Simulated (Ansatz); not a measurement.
`FC[SiH]1CC1` + `BCC(C)C` → `BC[SiH]1CC1` + `CC(C)CF`  (formal exchange of groups at the Si–C bond)

Program: Ansatz. Geometries: PBE0-D4/def2-TZVP. ΔE: electronic, gas phase. CCSD(T)/CBS adds triple-zeta CCSD(T) − MP2 to the extrapolated MP2 energy (def2 sets, frozen cores). Functionals use def2-TZVPP. B3LYP here is the variant with VWN-RPA as its local correlation; programs differ in this. Each species was taken in one conformer, which may not be the lowest.

`FC[SiH]1CC1`:

Cartesian coordinates in Å:
```
F -1.385 1.269 -2.091
C -1.438 0.859 -0.762
Si -0.225 -0.542 -0.421
C 0.549 -0.606 1.256
C 1.488 -0.134 0.123
H -2.469 0.562 -0.543
H -1.195 1.718 -0.126
H -0.484 -1.798 -1.157
H 0.282 0.138 2.000
H 0.777 -1.570 1.698
H 1.799 0.906 0.158
H 2.302 -0.804 -0.135
```

`BCC(C)C`:

```xyz
16

B    -0.863    1.679   -1.235
C    -0.951    0.359   -0.431
C     0.221   -0.028    0.466
C    -0.129   -1.191    1.382
C     1.448   -0.350   -0.376
H    -1.653    1.911   -2.105
H    -0.053    2.523   -0.964
H    -1.856    0.537    0.185
H    -1.250   -0.484   -1.069
H     0.462    0.841    1.092
H     0.709   -1.454    2.033
H    -0.385   -2.080    0.795
H    -0.987   -0.955    2.016
H     1.251   -1.205   -1.031
H     2.308   -0.602    0.250
H     1.730    0.497   -1.007
```

`BC[SiH]1CC1`:

Z-matrix (Å, degrees):
```
Si
C 1 1.887
B 1 2.450 2 38.8
C 1 1.847 2 122.0 3 99.4
C 1 1.871 2 119.7 3 42.2
H 1 1.477 2 115.3 3 -103.0
H 2 1.089 1 110.2 3 -120.9
H 2 1.091 1 105.3 3 118.4
H 3 1.196 1 114.2 2 111.2
H 3 1.199 1 102.1 2 -119.0
H 4 1.085 1 118.6 2 5.3
H 4 1.085 1 118.1 2 148.0
H 5 1.083 1 120.9 2 0.8
H 5 1.085 1 117.1 2 -143.8
```

`CC(C)CF`:

Z-matrix (Å, degrees):
```
C
C 1 1.522
H 1 1.093 2 111.5
H 1 1.092 2 110.6 3 -120.1
H 1 1.092 2 110.9 3 120.3
C 2 1.522 1 111.7 3 -177.5
C 2 1.513 1 111.3 3 57.5
H 2 1.099 1 108.5 3 -57.9
H 6 1.092 2 110.6 1 -62.5
H 6 1.092 2 110.9 1 57.2
H 6 1.093 2 111.5 1 177.5
F 7 1.388 2 110.8 1 62.7
H 7 1.095 2 111.1 1 -178.2
H 7 1.095 2 111.1 1 -56.5
```

CCSD(T)/CBS gives -14.9 kcal/mol.

Problem. Another level gave -13.3 kcal/mol. Which?
A. SCS-MP2/def2-TZVPP
B. HF/def2-TZVPP
C. MP2/def2-TZVPP
D. B3LYP/def2-TZVPP

Solution. D. B3LYP -13.3, MP2/def2-TZVPP -16.1, HF/def2-TZVPP -10.7, SCS-MP2/def2-TZVPP -14.5 kcal/mol.

Largest T1 diagnostic among the species: 0.012.

The D4 term adds −0.8 kcal/mol with B3LYP and −0.4 kcal/mol with PBE0; it sums over pairs of atoms, weighted by their polarisabilities, and B3LYP, whose exchange is more repulsive, gets the larger term. In def2-TZVPP, CCSD(T) changes the Hartree–Fock value by −4.5 kcal/mol (the triples alone add −1.0 kcal/mol) and MP2 by −5.4 kcal/mol.
